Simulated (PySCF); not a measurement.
**Dipole moment and polarisability of `C=CC[Si@@H](O)CCl`**

Compound: C₄H₉ClOSi.
Structure used (GFN2-xTB), in Å, numbered top down from 1:
```
atom  x, y, z in Å
C1    -2.4279    0.3896    0.1814
C2    -1.5780   -0.5348   -0.2283
C3    -0.5013   -1.1266    0.6138
Si4    1.2273   -0.5287    0.0794
O5     1.4160   -1.0302   -1.4507
C6     1.2973    1.3846    0.1375
Cl7    2.7864    1.9309   -0.6867
H8    -3.1855    0.7979   -0.4655
H9    -2.4070    0.7699    1.1904
H10   -1.6196   -0.9011   -1.2451
H11   -0.5242   -2.2116    0.5203
H12   -0.6682   -0.8803    1.6616
H13    2.2906   -1.0496    0.9419
H14    2.0791   -0.6424   -2.0193
H15    1.3404    1.7883    1.1446
H16    0.4671    1.8531   -0.3869
```

Level: wB97X-D/def2-SVPD (PySCF), static field, nuclei fixed, core orbitals frozen in the response. The polarisability tensor in these axes (au):

```
x   105.58   0.09  -5.83
y     0.09  88.68  -1.21
z    -5.83  -1.21  78.57
```

Diagonalise the tensor; give its mean and Δα, where Δα² is half the sum of the squared differences of the eigenvalues.

Principal values 77.25, 88.79 and 106.79 au; mean 90.94 au = 13.48 Å³ = 14.99 × 10⁻⁴⁰ C²·m²/J; Δα = 25.79 au (28 % of the mean).

What is the dipole moment, and where does it point?

(-0.84, -0.13, 0.80) D, 1.17 D in size, pointing from the negative to the positive side. Measured along this direction, the outermost atoms are H14 and Cl7 at the negative end and H9 at the positive end.

Estimate the molar refractivity from the static electronic polarisability.

Lorentz–Lorenz: R = (4π/3)N_A α = 2.5225 cm³/(mol·Å³) × 13.48 Å³ = 34.0 cm³/mol, in the limit of long wavelengths.

Directions of the eigenvectors, and the extent of the frame along each?

Largest value along (0.98, 0.02, -0.20), where the nuclei span 5.91 Å; middle along (-0.04, 0.99, -0.10), 4.11 Å; least along (0.20, 0.10, 0.97), 3.19 Å. The response follows the extents in order.

Give the eigenvalues of the traceless quadrupole moment Θ = ½Σq(3rr − r²1), origin at the centre of nuclear charge.

-7.68, 1.20, 6.48 D·Å. The values depend on the origin, since the dipole doesn't vanish. The electronic extent ⟨r²⟩ about the same centre is 1440 bohr², a root-mean-square distance of 2.37 Å for the 72 electrons.

What would n − 1 = 2πNα be for an ideal gas of these molecules at 350 K and 1 atm, electronic part alone?

N = p/kT = 2.0968 × 10¹⁹ cm⁻³, so n − 1 = 2π × N × 13.48 × 10⁻²⁴ cm³ = 1776 × 10⁻⁶ at long wavelengths, for an ideal gas.

One conformer (not necessarily the lowest) at the GFN2-xTB geometry, without solvent, vibrations or thermal averaging.

The run behind these numbers computed excited states as well. The run took 85 s wall on an Arm Neoverse N1 with one thread, shared host with 64 logical CPUs at a one-minute load of 51, and the process peaked at 0.96 GiB of memory.
